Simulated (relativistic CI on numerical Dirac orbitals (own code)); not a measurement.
K XVI: computed level list

Calculated at this level of theory: Dirac-Coulomb-Breit CI, separate exchange-only KLI orbitals for each configuration, QED by a radiative potential, unscaled Slater integrals (own radial code, finite nucleus).

Configuration list (outside the closed core 1s2): 2s2, 2s 2p, 2p2, 2p 3s, 2p 3p, 2s 3s, 2s 3p, 2s 3d, 2s 4s, 2s 4p, 2s 4d, 2s 4f, 3s2, 3s 3p, 3p2. Levels of other configurations are missing.

```tsv
No.	Configuration	Term	J	E (Ry)	%	Landé g	Lifetime (s)
1	2s2	1S	0	0.0000	95		
2	2s 2p	3P°	0	2.2290	100		
3	2s 2p	3P°	1	2.3114	100	1.497	2.53e-07
4	2s 2p	3P°	2	2.5073	100	1.499	7.45e-03
5	2s 2p	1P°	1	4.5408	100	1.000	9.11e-11
6	2p2	3P	0	5.9209	99		1.27e-10
7	2p2	3P	1	6.0418	100	1.499	1.20e-10
8	2p2	3P	2	6.1918	95	1.476	1.18e-10
9	2p2	1D	2	6.8324	95	1.021	4.22e-10
10	2p2	1S	0	8.3483	94		5.73e-11
11	2s 3s	3S	1	40.5149	98	2.000	9.40e-13
12	2s 3s	1S	0	40.9414	96		2.86e-12
13	2s 3p	1P°	1	41.5911	51	1.219	5.73e-13
14	2s 3p	3P°	0	41.6024	99		3.05e-10
15	2s 3p	3P°	1	41.6574	55	1.280	7.45e-13
16	2s 3p	3P°	2	41.6824	99	1.500	3.35e-10
17	2s 3d	3D	1	42.2083	98	0.498	1.73e-13
18	2s 3d	3D	2	42.2184	98	1.166	1.75e-13
19	2s 3d	3D	3	42.2350	99	1.333	1.77e-13
20	2s 3d	1D	2	42.6638	98	0.999	2.49e-13
21	2p 3s	3P°	0	43.3338	99		2.09e-12
22	2p 3s	3P°	1	43.3999	94	1.471	1.93e-12
23	2p 3s	3P°	2	43.6253	99	1.499	2.11e-12
24	2p 3s	1P°	1	43.9707	86	1.026	9.77e-13
25	2p 3p	3D	1	43.9976	51	0.755	8.51e-13
26	2p 3p	3D	1	44.1972	44	0.876	8.12e-13
27	2p 3p	3D	2	44.2042	95	1.170	1.07e-12
28	2p 3p	3D	3	44.4081	99	1.333	1.06e-12
29	2p 3p	3P	0	44.4920	97		5.90e-13
30	2p 3p	3S	1	44.4963	62	1.737	7.21e-13
31	2p 3p	3P	1	44.6359	73	1.629	6.33e-13
32	2p 3p	3P	2	44.6914	91	1.460	5.83e-13
33	2p 3p	1D	2	45.0016	91	1.034	4.11e-13
34	2p 3p	1S	0	45.5352	94		5.20e-13
35	2s 4s	3S	1	54.2957	100	2.001	2.22e-12
36	2s 4s	1S	0	54.4721	100		2.06e-12
37	2s 4p	3P°	0	54.6935	100		4.62e-12
38	2s 4p	3P°	1	54.7011	96	1.482	3.67e-12
39	2s 4p	3P°	2	54.7262	100	1.500	4.75e-12
40	2s 4p	1P°	1	54.7863	96	1.017	5.80e-13
41	2s 4d	3D	1	54.9518	100	0.499	4.60e-13
42	2s 4d	3D	2	54.9551	100	1.166	4.61e-13
43	2s 4d	3D	3	54.9609	100	1.333	4.63e-13
44	2s 4f	3F°	2	55.0993	100	0.666	1.06e-12
45	2s 4f	3F°	3	55.1006	99	1.082	1.06e-12
```

Energies count from the lowest computed level; ° marks odd parity; lifetimes are radiative, by E1, M1, E2, M2 decay to levels of this space only; some are left blank where a channel outside the calculation adds to the decay or the decay crosses a small, uncertain gap.

The mean weight of the leading LS term, summed over parents, in these 45 levels is 92 %, and that of the leading jj configuration (from the same eigenvectors) 84 %.

At this charge energies of transitions that change n are usually good to better than 1 %, and those within a shell (Δn = 0) to a few per cent.

LS names give the leading component of a level, which can be under half, so a name can repeat, a term be missing and a line seem to break the LS rules.
